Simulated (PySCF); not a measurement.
Compound: C7H8FNSi.
Atom-mapped SMILES: `[F:1][CH2:2][C:3]#[C:4][SiH2:5][n:6]1[cH:7][cH:8][cH:9][cH:10]1` (hydrogens: H11, H12 on C2; H13, H14 on Si5; H15 on C7; H16 on C8; H17 on C9; H18 on C10)

Level: PBE0/pcSseg-1 in PySCF, non-relativistic, on one gas-phase PBE0-D3(BJ)/def2-SVP geometry that isn't relaxed in the solvent. The solvent is an IEF-PCM continuum (Bondi radii, 1.10 Å for H, scaled by 1.2). Specific hydrogen bonds and non-electrostatic terms are outside this model.

Gas phase at PBE0/pcSseg-1: HOMO -6.25 eV, LUMO -0.86 eV, dipole 1.93 D.

Question: What does the continuum do to the energy, the frontier levels and the dipole at PBE0/pcSseg-1 in chloroform and water?

Answer: 
```json
{"solvent": "chloroform", "ε": "4.711", "E(solvent) − E(gas) (kJ/mol)": "-19.67", "polarisation term (kJ/mol)": "-21.54", "distortion of the solute (kJ/mol)": "1.87", "HOMO (eV)": "-6.35", "LUMO (eV)": "-0.74", "dipole (D)": "2.32"}
{"solvent": "water", "ε": "78.36", "E(solvent) − E(gas) (kJ/mol)": "-28.50", "polarisation term (kJ/mol)": "-32.48", "distortion of the solute (kJ/mol)": "3.98", "HOMO (eV)": "-6.42", "LUMO (eV)": "-0.71", "dipole (D)": "2.50"}
```

The polarisation term is half the interaction of the solute with the surface charges that it induces; the rest is the cost of distorting the solute's density. The sum is the electrostatic part of solvation alone. From chloroform to water the lowering changes by a factor 1.45, Onsager's factor (ε − 1)/(2ε + 1) by 1.38 and ε itself by 16.6.

Question: Which radius a makes the point-dipole formula ΔE = −[(ε − 1)/(2ε + 1)]·μ²/a³ give the value in water, with the gas-phase dipole?

Answer: μ = 0.761 au and |ΔE| = 0.01086 Eh give a = 1.57 Å; the farthest nucleus lies 4.76 Å from the centroid of the nuclei, so such a sphere wouldn't even hold the nuclei. The formula assumes a rigid point dipole at the centre of a sphere.

Question: Which Mulliken charges (PBE0/pcSseg-1) respond most in chloroform (means over atoms taken as equivalent)?

Answer: 
```json
{"atoms": "C8/C9", "environment": "aromatic CH carbon", "gas (e)": "-0.174", "solvent (e)": "-0.196", "change": "-0.022"}
{"atoms": "H11/H12", "environment": "methylene hydrogen", "gas (e)": "+0.142", "solvent (e)": "+0.160", "change": "+0.018"}
{"atoms": "F1", "environment": "alkyl fluorine", "gas (e)": "-0.315", "solvent (e)": "-0.332", "change": "-0.017"}
{"atoms": "H15/H18", "environment": "aromatic hydrogen", "gas (e)": "+0.109", "solvent (e)": "+0.124", "change": "+0.015"}
{"atoms": "C4", "environment": "alkyne carbon", "gas (e)": "-0.384", "solvent (e)": "-0.396", "change": "-0.012"}
{"atoms": "C7/C10", "environment": "aromatic CH next to a ring nitrogen", "gas (e)": "+0.142", "solvent (e)": "+0.132", "change": "-0.010"}
```

Question: How do the nuclear quadrupole coupling constants eQVzz/h respond in chloroform?

Answer: 
```csv
nucleus,Q (barn),gas (MHz),solvent (MHz),η gas,η solvent
14N at N6,0.02044,-2.16,-2.08,0.61,0.68
```

On Intel Xeon at 2.50 GHz, one thread (shared host), this took 1.8 min of wall time and 1.3 GiB of memory at its peak. This is the whole shielding run at PBE0/pcSseg-1 in water, SCF included.

The values belong to the conformer `[F:1][CH2:2][C:3]#[C:4][SiH2:5][n:6]1[cH:7][cH:8][cH:9][cH:10]1`: C4–Si5–N6–C7 -45°.
